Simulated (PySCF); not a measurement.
Computed Raman spectrum (relative Raman activity) of a molecule C4H6BF. Coordinates come from a TPSSh-D3(BJ)/def2-SVP optimisation. One conformer was computed; it need not be the lowest. Calculation: TPSSh-D3(BJ)/def2-SVP in PySCF 2.14.0. No scaling factor is applied to the harmonic values.

```json
[
 {"ν (cm⁻¹)": "524", "relative intensity": "2.3"},
 {"ν (cm⁻¹)": "719", "relative intensity": "2.6"},
 {"ν (cm⁻¹)": "773", "relative intensity": "2.1"},
 {"ν (cm⁻¹)": "783", "relative intensity": "2.9"},
 {"ν (cm⁻¹)": "906", "relative intensity": "3.8"},
 {"ν (cm⁻¹)": "1001", "relative intensity": "2.7"},
 {"ν (cm⁻¹)": "1091", "relative intensity": "9.5"},
 {"ν (cm⁻¹)": "1213", "relative intensity": "7.9"},
 {"ν (cm⁻¹)": "1336", "relative intensity": "2.1"},
 {"ν (cm⁻¹)": "1412", "relative intensity": "11"},
 {"ν (cm⁻¹)": "1433", "relative intensity": "2.7"},
 {"ν (cm⁻¹)": "1454", "relative intensity": "17"},
 {"ν (cm⁻¹)": "1617", "relative intensity": "15"},
 {"ν (cm⁻¹)": "3020", "relative intensity": "84"},
 {"ν (cm⁻¹)": "3045", "relative intensity": "100"},
 {"ν (cm⁻¹)": "3054", "relative intensity": "62"},
 {"ν (cm⁻¹)": "3085", "relative intensity": "56"},
 {"ν (cm⁻¹)": "3142", "relative intensity": "73"},
 {"ν (cm⁻¹)": "3197", "relative intensity": "93"}
]
```

Which molecule gave these data?
A. C=C=CB(C)F
B. C#CB(C)CF
C. CC#CB(C)F
D. FB1C=CCC1

D, FB1C=CCC1
